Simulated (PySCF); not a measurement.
AlF₂H₂N, SMILES [F][Al]([NH2])[F].

Geometry: PBE0-D3(BJ)/def2-SVP. Other conformers were not sampled.

All values below come from r2SCAN/def2-TZVPD (PySCF).

Computed frontier levels, gap, dipole moment and polarisability:
| Quantity | Value |
|---|---|
| highest occupied level | -6.96 eV |
| lowest empty level | -1.30 eV |
| orbital gap | 5.67 eV |
| dipole moment | 2.59 D |
| quadrupole, principal values (traceless, Buckingham form, about the centre of nuclear charge) | -5.71, 2.71, 3.00 D·Å |
| mean static polarisability | 32.3 bohr³ (4.78 Å³) |
| polarisability, principal values | 30.7, 30.8, 35.4 bohr³ |
